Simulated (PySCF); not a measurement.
Species: C₄H₈Cl₂O₂Si.
Atom-mapped SMILES: `[Cl:1][CH:2]([Cl:3])[SiH:4]1[O:5][CH2:6][CH2:7][CH2:8][O:9]1` (hydrogens: H10 on C2; H11 on Si4; H12, H13 on C6; H14, H15 on C7; H16, H17 on C8)

Structure used (PBE0-D3(BJ)/def2-SVP), in Å, numbered top down from 1:
```xyz
17
C4H8Cl2O2Si angstrom
Cl     5.979    1.474    0.180
C      5.000    0.041   -0.225
Cl     5.812   -1.476    0.238
Si     3.361    0.154    0.707
O      2.576    1.532    0.223
C      1.180    1.560    0.011
C      0.684    0.317   -0.713
C      1.014   -0.964    0.039
O      2.403   -1.118    0.246
H      4.878    0.026   -1.316
H      3.655    0.148    2.163
H      0.951    2.464   -0.575
H      0.655    1.663    0.981
H     -0.407    0.387   -0.856
H      1.142    0.275   -1.717
H      0.662   -1.842   -0.525
H      0.486   -0.974    1.012
```

Computed, not measured: PBE0-D3(BJ)/def2-SVP geometry optimisation, gas phase in PySCF 2.14.0.

Take the most abundant isotopes and a rigid rotor. The values belong to one conformer with, in the numbering `[Cl:1][CH:2]([Cl:3])[SiH:4]1[O:5][CH2:6][CH2:7][CH2:8][O:9]1`, Cl1–C2–Si4–O5 61°, C2–Si4–O5–C6 140°, Si4–O5–C6–C7 -42°, O5–C6–C7–C8 58°, C6–C7–C8–O9 -59°.

**Question.** Give the principal moments of inertia and the rotational constants in MHz.

**Answer.** Ia = 291.51, Ib = 777.04, Ic = 1006.24 u·Å²; 505379 MHz·u·Å²/I gives A = 1734, B = 650.4, C = 502.2 MHz.

**Question.** What kind of rotor is it?

**Answer.** An asymmetric top. Ray's parameter κ = (2B − A − C)/(A − C) = -0.759; −1 is the prolate and +1 the oblate limit.

**Question.** Is it planar, by Δ = Ic − Ia − Ib?

**Answer.** Not planar: Δ = Ic − Ia − Ib = -62.31 u·Å². For a rigid frame Δ = −2 Σ m c², so Σ m c² = 31.16 u·Å² lies off the ab plane: 12.74 from hydrogen and 18.42 from heavier atoms. The atom farthest from that plane is 2.00 Å away.

**Question.** Where do the levels up to J = 2 lie, in cm⁻¹?

**Answer.** Above 0(0,0):
J = 1: 1(0,1) 0.0384, 1(1,1) 0.0746, 1(1,0) 0.0795
J = 2: 2(0,2) 0.1149, 2(1,2) 0.1465, 2(1,1) 0.1614, 2(2,1) 0.2698, 2(2,0) 0.2702

**Question.** Predict some low-J microwave lines.

**Answer.** The dipole components are |μa| = 3.57 D, |μb| = 0.00 D, |μc| = 0.79 D; the mirror of this Cs structure is the ac plane, so μb vanishes by symmetry and there are no b-type lines. The squared components, which scale the intensities, stand as 1.00 : 0.05 (a : c). Some lines, for components of 0.1 D or more:

```
type  branch         J(Ka,Kc)   MHz  lower level (cm⁻¹)
   a       Q  2(1,1) ← 2(1,2)   444               0.147
   c       Q  3(1,3) ← 3(0,3)   774               0.228
   a       Q  3(1,2) ← 3(1,3)   888               0.254
   c       Q  2(1,2) ← 2(0,2)   949               0.115
   c       Q  1(1,1) ← 1(0,1)  1083               0.038
   a       R  1(0,1) ← 0(0,0)  1153               0.000
   a       R  2(1,2) ← 1(1,1)  2157               0.075
   a       R  2(0,2) ← 1(0,1)  2291               0.038
   c       R  1(1,0) ← 0(0,0)  2384               0.000
   a       R  2(1,1) ← 1(1,0)  2453               0.080
   c       Q  3(2,2) ← 3(1,2)  3037               0.284
   a       R  3(1,3) ← 2(1,2)  3227               0.147
   c       Q  2(2,1) ← 2(1,1)  3250               0.161
   a       R  3(0,3) ← 2(0,2)  3402               0.115
   a       R  3(2,2) ← 2(2,1)  3458               0.270
   a       R  3(2,1) ← 2(2,0)  3514               0.270
   a       R  3(1,2) ← 2(1,1)  3671               0.161
   c       R  2(1,1) ← 1(0,1)  3685               0.038
   c       R  3(1,2) ← 2(0,2)  5065               0.115
   c       R  2(2,0) ← 1(1,0)  5717               0.080
   c       Q  3(3,1) ← 3(2,1)  5725               0.387
   c       R  2(2,1) ← 1(1,1)  5851               0.075
   c       R  3(2,1) ← 2(1,1)  6778               0.161
   c       R  3(2,2) ← 2(1,2)  7152               0.147
   c       R  3(3,0) ← 2(2,0)  9240               0.270
   c       R  3(3,1) ← 2(2,1)  9253               0.270
```

**Question.** Estimate the classical rotational partition function at 25 K, 100 K and 200 K.

**Answer.** Point group Cs, symmetry number σ = 1; q = (√π/σ)·√((kT/h)³/(ABC)), k/h = 20836.6 MHz/K: 28000 at 25 K, 224000 at 100 K, 634000 at 200 K.

No frequency check. No vibrational averaging or centrifugal distortion is included, and the geometry carries the error of its method. Quadrupole hyperfine structure (35Cl) is left out.
